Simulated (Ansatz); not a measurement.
Energy needed to pull apart AlH3TeS (SMILES [SH][AlH][TeH]), singlet, into free ground-state atoms, from the structure below (displaced at random from a GFN2-xTB minimum); no zero-point or spin–orbit terms; open-shell atoms are treated unrestricted, in their ground-state multiplicity.

S1  (1.351, 0.011, -1.416)
Al2  (-0.566, -0.186, -0.278)
Te3  (-0.478, -0.319, 2.384)
H4  (0.323, -0.206, -2.482)
H5  (-1.855, 0.071, -0.783)
H6  (1.101, 0.260, 2.244)
(Å)

Computed with Ansatz 0.2.0 (basis: def2-TZVPP); correlated methods freeze the cores. Filled d shells of the heavier atoms are correlated. Core potentials replace the inner electrons of the atoms past krypton. The def2 sets are not built for correlating such inner shells, so the correlated values are less sure here.

```tsv
method	atomization energy (kcal/mol)
SPW92	403.2
PBE-D4	354.9
r2SCAN-D4	355.3
PBE0-D4	?
wB97X-V	355.2
wB97M-V	?
HF	242.2
MP2	343.8
CCSD	335.7
CCSD(T)	343.2
```

Problem. What does wB97M-V give? (An estimate is asked for; the value comes from the calculation.)

Solution. The calculation gives: 352.5 kcal/mol, which is about 9.3 kcal/mol more than CCSD(T)/def2-TZVPP.

Problem. What does PBE0-D4 give? (An estimate is asked for; the value comes from the calculation.)

Solution. By the calculation: 349.2 kcal/mol, which is about 6.1 kcal/mol more than CCSD(T)/def2-TZVPP.

In triple zeta the MP2 and coupled-cluster atomization energies are still short of their basis limit by a few kcal/mol a bond, whereas those of the functionals are nearly converged, so these differences are not deviations from converged CCSD(T).

The T1 diagnostic stays at or below 0.012.

For scale, one of the runs: CCSD(T)/def2-TZVPP forces, 176 basis functions (an equivalent command: `ansatz run in.yaml --threads 4`). Hardware: 4 CPU threads, shared host. Wall time 2.6 min; peak host memory 3 GiB.
